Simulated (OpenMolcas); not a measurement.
## Multiconfigurational calculation on O III

Input:

```
&GATEWAY
Coord
1

O 0.0 0.0 0.0
Basis=ANO-R3
Group=XYZ
NoMove
AngMom=0.0 0.0 0.0
AMFI
&SEWARD
* reference wave functions (RASSCF and RASSI steps not shown): 4 electrons in 9 orbitals (RAS2 2s 2p; RAS3 3d, at most 2 electrons)
>>> COPY JOB001 $Project.JobIph
&CASPT2
Multistate=3 1 2 3
Frozen=0 0
IPEA=0.75
Sig2=0.15
MaxIter=60
WThr=0.0 0.3 0.05
PrWF=0.5
NoMix
>>> COPY JOB002 $Project.JobIph
&CASPT2
Multistate=6 1 2 3 4 5 6
Frozen=0 0
IPEA=0.75
Sig2=0.15
MaxIter=60
WThr=0.0 0.3 0.05
PrWF=0.5
NoMix
>>> COPY JOB003 $Project.JobIph
&CASPT2
Multistate=1 1
Frozen=0 0
IPEA=0.75
Sig2=0.15
MaxIter=60
WThr=0.0 0.3 0.05
PrWF=0.5
NoMix
...
```

Launched by
```bash
OMP_NUM_THREADS=1 MOLCAS_MEM=2252 MOLCAS_PROJECT=a pymolcas a.inp > a.log  # once for each step of the input, in one work folder
```

Output, cut to the results:

```
--- CASPT2 ---
Orbital specifications:
      -----------------------

      Symmetry species                           1   2
                                                ag  au
      Frozen orbitals                            0   0
      Inactive orbitals                          1   0
      Active orbitals                            6   3
      Secondary orbitals                         7  16
      Deleted orbitals                           0   0
      Number of basis functions                 14  19
Type of calculation                        MS-CASPT2
      Fock operator                              state-specific
      IPEA shift                                 0.75
      Real shift                                 0.00
      Imaginary shift                            0.00
      Sigma^2 regularizer                        0.15
      The input orbitals will be transformed to quasi-canonical
Reference energy:         -73.2290721192
      E2 (Non-variational):      -0.0350266045
      Shift correction:          -0.0000000089
      E2 (Variational):          -0.0350266133
      Total energy:             -73.2640987325
      Residual norm:              0.0000008463
      Reference weight:           0.99566
      Contributions to the CASPT2 correlation energy
      Active & Virtual Only:         -0.0251782893
      One Inactive Excited:          -0.0051924372
      Two Inactive Excited:          -0.0046558780
Reference energy:         -73.2290721192
      E2 (Non-variational):      -0.0350259280
      Shift correction:          -0.0000000089
      E2 (Variational):          -0.0350259368
      Total energy:             -73.2640980560
      Residual norm:              0.0000008464
      Reference weight:           0.99566
      Contributions to the CASPT2 correlation energy
      Active & Virtual Only:         -0.0251776033
      One Inactive Excited:          -0.0051924467
      Two Inactive Excited:          -0.0046558780
::    CASPT2 Root  1     Total energy:    -73.26409873
::    CASPT2 Root  2     Total energy:    -73.26409806
::    CASPT2 Root  3     Total energy:    -73.26410088
::    MS-CASPT2 Root  1     Total energy:    -73.26410088
::    MS-CASPT2 Root  2     Total energy:    -73.26409873
::    MS-CASPT2 Root  3     Total energy:    -73.26409806
--- CASPT2 ---
Orbital specifications:
      -----------------------

      Symmetry species                           1   2
                                                ag  au
      Frozen orbitals                            0   0
      Inactive orbitals                          1   0
      Active orbitals                            6   3
      Secondary orbitals                         7  16
      Deleted orbitals                           0   0
      Number of basis functions                 14  19
Type of calculation                        MS-CASPT2
      Fock operator                              state-specific
      IPEA shift                                 0.75
      Real shift                                 0.00
      Imaginary shift                            0.00
      Sigma^2 regularizer                        0.15
      The input orbitals will be transformed to quasi-canonical
Reference energy:         -73.1277983115
      E2 (Non-variational):      -0.0422073222
      Shift correction:           0.0000000048
      E2 (Variational):          -0.0422073174
      Total energy:             -73.1700056289
      Residual norm:              0.0000002882
      Reference weight:           0.99475
      Contributions to the CASPT2 correlation energy
      Active & Virtual Only:         -0.0324573886
      One Inactive Excited:          -0.0050770706
      Two Inactive Excited:          -0.0046728629
Reference energy:         -73.1277983115
      E2 (Non-variational):      -0.0422552012
      Shift correction:           0.0000000049
      E2 (Variational):          -0.0422551963
      Total energy:             -73.1700535078
      Residual norm:              0.0000002990
      Reference weight:           0.99473
      Contributions to the CASPT2 correlation energy
      Active & Virtual Only:         -0.0325053919
      One Inactive Excited:          -0.0050770902
      Two Inactive Excited:          -0.0046727190
::    CASPT2 Root  1     Total energy:    -73.17000563
::    CASPT2 Root  2     Total energy:    -73.17005351
::    CASPT2 Root  3     Total energy:    -73.17004249
::    CASPT2 Root  4     Total energy:    -73.17009231
::    CASPT2 Root  5     Total energy:    -73.17009540
::    CASPT2 Root  6     Total energy:    -73.06428375
::    MS-CASPT2 Root  1     Total energy:    -73.17010372
::    MS-CASPT2 Root  2     Total energy:    -73.17009589
::    MS-CASPT2 Root  3     Total energy:    -73.17005402
::    MS-CASPT2 Root  4     Total energy:    -73.17003584
::    MS-CASPT2 Root  5     Total energy:    -73.17000169
::    MS-CASPT2 Root  6     Total energy:    -73.06428192
--- CASPT2 ---
Orbital specifications:
      -----------------------

      Symmetry species                           1   2
                                                ag  au
      Frozen orbitals                            0   0
      Inactive orbitals                          1   0
      Active orbitals                            6   3
      Secondary orbitals                         7  16
      Deleted orbitals                           0   0
      Number of basis functions                 14  19
Type of calculation                        SS-CASPT2
      Fock operator                              state-specific
      IPEA shift                                 0.75
      Real shift                                 0.00
      Imaginary shift                            0.00
      Sigma^2 regularizer                        0.15
      The input orbitals will be transformed to quasi-canonical
Reference energy:         -72.9701159047
      E2 (Non-variational):      -0.0264223853
      Shift correction:           0.0000000028
...
```

Levels above the lowest, from the spin-orbit matrix with the single-state CASPT2 energies, averaged by term, on its diagonal:

| Configuration | Term | J | E (cm⁻¹) | Measured (cm⁻¹) | g | Term weight % |
| --- | --- | --- | --- | --- | --- | --- |
| 2s² 2p² | ³P | 0 | 0.0 | 0.0 |  | 100 |
| 2s² 2p² | ³P | 1 | 105 | 113 | 1.501 | 100 |
| 2s² 2p² | ³P | 2 | 311 |  | 1.501 | 100 |
| 2s² 2p² | ¹D | 2 | 20850 | 20273 | 1.000 | 100 |
| 2s² 2p² | ¹S | 0 | 44070 | 43186 |  | 100 |
| 2s 2p³ | ⁵S° | 2 | 58930 | 60325 | 2.002 | 100 |
| 2s 2p³ | ³D° | 1 | 120080 |  | 0.499 | 100 |
| 2s 2p³ | ³D° | 2 | 120080 |  | 1.167 | 100 |
| 2s 2p³ | ³D° | 3 | 120080 |  | 1.334 | 100 |
| 2s 2p³ | ³P° | 0 | 143220 |  |  | 100 |
| 2s 2p³ | ³P° | 1 | 143220 |  | 1.501 | 100 |
| 2s 2p³ | ³P° | 2 | 143220 |  | 1.501 | 100 |
| 2s 2p³ | ¹D° | 2 | 188150 | 187054 | 1.000 | 100 |
| 2s 2p³ | ³S° | 1 | 198470 | 197088 | 2.002 | 100 |
| 2s 2p³ | ¹P° | 1 | 213280 | 210462 | 1.000 | 100 |

Against the 7 measured excited levels shown (Moore, Selected Tables of Atomic Spectra, NSRDS-NBS 3, section 11) the mean absolute deviation is 1200 cm-1; the largest miss in energy is 2s 2p³ ¹P°₁: computed 213280, measured 210462 cm⁻¹ (+1.3 %), and the largest in proportion 2s² 2p² ³P₁ (-6.9 %).

CASPT2 does not keep the components of a term degenerate, so their means are used; among the terms shown or strongly mixed into the levels shown the widest spread is 20 cm-1 (2s 2p³ ³D°). Active for correlation alone: 3d; no level in the range computed is led by a configuration that fills it, so any true level of that kind is missing. Computed and measured levels are paired by configuration, term and J; levels that our copy of the source lacks, or whose pairing is in doubt (as where it misses far off the trend of its configuration), stay unpaired and out of the deviations. Levels of configurations outside the active space are missing. The first state left out of the spin-orbit step lies near 290000 cm-1 above the lowest spin-free state of the reference (among the parities and spins computed), and the list stops at four fifths of that energy or lower.

The CASPT2 steps took 15 s on 1 thread of Arm Neoverse V1, with other jobs on the host; the integral step is not counted.

The term weight is that of the spin-free term in the level, not the purity of its configuration. ° marks odd parity.
